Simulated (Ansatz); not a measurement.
Reactions of Br2GeH3N, SMILES `[NH2][GeH]([Br])[Br]`.

Program: Ansatz. Geometries: PBE0-D4/def2-TZVP. ΔE: electronic, gas phase. CBS: MP2 limit from def2 TZ/QZ plus the TZ coupled-cluster correction, frozen cores. This one scheme is used for every species, atoms too. For atomizations the MP2-based limit and the directly extrapolated one differ by several kJ/mol either way, and by 10 to 25 for some Ge, Se and Sn compounds, so smaller differences from it don't rank the levels. Functionals use def2-TZVPP. No spin–orbit coupling; open shells (•) take unrestricted orbitals. Spin–orbit coupling would lower the free atoms: clearly for Br, Ge. For Br, Ge outer-core shells are correlated without core-valence functions, so the limit isn't a true one: a few kJ/mol of doubt a bond, and 10 to 20 or more in all where bonds break to atoms. Scalar relativity is left out up to krypton. Each species was taken in one conformer, which may not be the lowest.

| reaction | PBE-D4 (eV) | CCSD(T)/CBS(def2) (eV) |
| --- | --- | --- |
| `[NH2][GeH]([Br])[Br]` → `[Br][Ge][Br]` + NH₃ | 0.41 | 0.62 |
| `[NH2][GeH]([Br])[Br]` → Br₂ + `[NH2][GeH]` | 3.43 | 3.64 |
| `[NH2][GeH]([Br])[Br]` → 2 Br• + Ge• + 3 H• + N• | 21.26 | 21.11 |
| `[NH2][GeH]([Br])[Br]` + HBr → `[Br][GeH]([Br])[Br]` + NH₃ | -0.65 | -0.61 |
| `[NH2][GeH]([Br])[Br]` → HBr + `[NH2][Ge][Br]` | 1.06 | 1.17 |
| `[NH2][GeH]([Br])[Br]` + H₂ → `[Br][GeH2][Br]` + NH₃ | -0.01 | -0.01 |

Largest T1 diagnostic: 0.015, for `[NH2][GeH]`.
